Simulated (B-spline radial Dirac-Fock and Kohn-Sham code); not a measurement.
Conversion-electron coefficients: Nd, 207 keV

Z = 60 (neodymium), transition energy 207 keV. Level of theory: a Dirac-Hartree-Slater potential of the neutral atom with a Latter tail (no hole, which puts coefficients of high multipoles low close above an edge), finite nucleus with surface currents; a radial atomic solver. Subshells that would emit electrons below 1 keV are left out.

Input file task.json (cfg lists n, l and occupation; rrms is the nuclear radius in fm):

```json
{"items": [{
  "Z": 60,
  "q": 0,
  "cfg": [[1, 0, 2], [2, 0, 2], [2, 1, 6], [3, 0, 2], [3, 1, 6], [3, 2, 10], [4, 0, 2], [4, 1, 6], [4, 2, 10], [4, 3, 4], [5, 0, 2], [5, 1, 6], [6, 0, 2]],
  "A": 142,
  "rrms": 4.9123,
  "do": "conversion",
  "gamma": [207.0],
  "edges": {"K": 43569.0, "L1": 7126.0, "L2": 6722.0, "L3": 6208.0, "M1": 1575.0, "M2": 1403.0, "M3": 1297.0, "M4": 1003.3, "M5": 980.4, "N1": 319.2, "N2": 243.3, "N3": 224.6, "N4": 120.5, "N5": 120.5}
}]}
```

Command: `python xray2_run.py task.json out`

| subshell | electron energy (keV) | E3 | E4 | E5 | M1 | M4 |
| --- | --- | --- | --- | --- | --- | --- |
| K | 163.43 | 0.482 | 1.75 | 6.42 | 0.158 | 15.3 |
| L1 | 199.87 | 0.0502 | 0.203 | 0.993 | 0.0202 | 3.73 |
| L2 | 200.28 | 0.187 | 1.95 | 16.6 | 0.00144 | 0.890 |
| L3 | 200.79 | 0.132 | 1.25 | 10.1 | 0.000276 | 2.85 |
| M1 | 205.43 | 0.0105 | 0.0448 | 0.236 | 0.00425 | 0.862 |
| M2 | 205.60 | 0.0438 | 0.464 | 4.02 | 0.000331 | 0.214 |
| M3 | 205.70 | 0.0313 | 0.300 | 2.43 | 6.39e-05 | 0.718 |
| M4 | 206.00 | 0.000299 | 0.0103 | 0.211 | 1.00e-06 | 0.0119 |
| M5 | 206.02 | 0.000314 | 0.00853 | 0.150 | 8.33e-07 | 0.00926 |
| total |  | 0.960 | 6.20 | 43.0 | 0.186 | 25.1 |

Task: For a pure E3 transition, what fraction of decays emits a photon?

Result: 1/(1 + α) = 0.510 with the total α = 0.960; the total includes the outer subshells that are not listed.

Values without a named source are computed, but for edge energies of neutral atoms, which are taken from tables.
